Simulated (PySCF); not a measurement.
**Computed structure and properties of [HfF3(H2O)]+**

System: [HfF3(H2O)]+ (singlet); start: template (Cs). Method: PySCF 2.14.0, RKS PBE0, Hf def2-SVP with ECP60, F def2-SVP, O def2-SVP, H def2-SVP; non-relativistic Hamiltonian with scalar-relativistic core potentials where named; density fitting; no spin-orbit coupling.

Input of the relaxation:

```python
mol = gto.M(atom='''
Hf     0.01168    -0.01168     0.01168
F      1.08418     1.06082     1.08418
F     -1.06082    -1.08418     1.08418
F      1.08418    -1.08418    -1.06082
O     -1.24692     1.24692    -1.24692
H     -1.58762     2.13202    -1.04312
H     -1.58762     1.04312    -2.13202''',
    basis={'Hf': 'def2-SVP', 'F': 'def2-SVP', 'O': 'def2-SVP', 'H': 'def2-SVP'},
    ecp={'Hf': 'def2-SVP'},
    charge=1, spin=0)
mf = dft.RKS(mol, xc='PBE0')
mf.grids.atom_grid = (50, 194)
mf = mf.density_fit()  # fitting sets: Hf def2-universal-JKFIT, F def2-universal-JKFIT, O def2-universal-JKFIT, H def2-universal-JKFIT
mf.conv_tol = 1e-08; mf.max_cycle = 55
mf.kernel(dm0)  # dm0: converged density of the start geometry
# quasi-Newton relaxation in Cartesian coordinates to a largest gradient under 0.00045 Eh/bohr, steps kept in the point group
```

Run from Python with OMP_NUM_THREADS=2; the lines above give its settings. Where DIIS fails, smearing, a level shift and second-order steps follow.
It took 23 s on 2 threads of Intel(R) Xeon(R) Platinum 8488C (Sapphire Rapids) (shared host), from the converged density of the start.

Course of the relaxation:

```tsv
step	energy above end (eV)	largest force component within the symmetry (eV/Å)
0	0.0276	0.331
1	0.0110	0.206
2	0.0065	0.132
3	0.0028	0.084
4	0.0014	0.106
5	0.0007	0.063
6	0.0001	0.017
7	0.0000	0.018
```

Relaxed geometry (Cs):

```xyz
7

Hf    0.0292   -0.0406    0.0406
F     1.0414    1.1491    1.0733
F    -1.1012   -1.0953    1.0953
F     1.0414   -1.0733   -1.1491
O    -1.2174    1.2285   -1.2285
H    -1.5481    2.1209   -1.0136
H    -1.5481    1.0136   -2.1209
```

| contact | Å |
| --- | --- |
| Hf1–F2 (F) | 1.873 |
| Hf1–F3 (F) | 1.871 |
| Hf1–F4 (F) | 1.873 |
| Hf1–O5 (H2O) | 2.185 |

On the finer grid (75, 302):

| Item | Value |
| --- | --- |
| HOMO | -16.94 eV |
| LUMO | -6.73 eV |
| Dipole about the centre of mass | 8.07 D |
| Set of Mulliken populations of Hf1 outside the core potential | s 2.24, p 6.25, d 1.72, f 0.22 |
| D3(BJ) dispersion energy (not in the energies) | -0.085 eV |

```tsv
atom	Mulliken (e)	Löwdin (e)	spin (e)
Hf1	1.57	0.79	0.00
F2	-0.28	-0.08	0.00
F3	-0.28	-0.08	0.00
F4	-0.28	-0.08	0.00
O5	-0.31	0.08	0.00
H6	0.30	0.18	0.00
H7	0.30	0.18	0.00
```

On the grid (50, 194), as all that follows. Harmonic modes: a minimum within the noise of the softest modes; lowest 22 cm⁻¹ (negative: unstable), highest 3791 cm⁻¹, zero-point energy 0.838 eV.

Taking off one F (charge -1, singlet; the rest: singlet) in vacuum, both parts rigid, costs 18.66 eV; the small basis without counterpoise inflates it. Most of it is the attraction of opposite charges; other ways to part are cheaper, and one spin state was tried for the rest.

Rigid scan of F along the line from its metal:

| distance to F2 (Å) | energy (eV) |
| --- | --- |
| 1.57 | 2.467 |
| 1.67 | 0.920 |
| 1.77 | 0.194 |
| 1.87 | 0.000 |
| 1.97 | 0.140 |
| 2.07 | 0.485 |
| 2.27 | 1.473 |
| 2.57 | 3.122 |
| 2.97 | 5.039 |
| 3.47 | 6.710 |

Taking off one H2O (charge 0, singlet; the rest: singlet) in vacuum, both parts rigid, costs 2.96 eV; the small basis without counterpoise inflates it.

Rigid scan of H2O along the line from its metal:

(distance to O5 (Å), energy (eV)): (1.89, 0.813), (1.99, 0.304), (2.09, 0.065), (2.19, 0.000), (2.29, 0.046), (2.39, 0.158), (2.59, 0.479), (2.89, 0.995), (3.29, 1.555), (3.79, 2.016)

One start shape was tried, so this needn't be the lowest isomer.
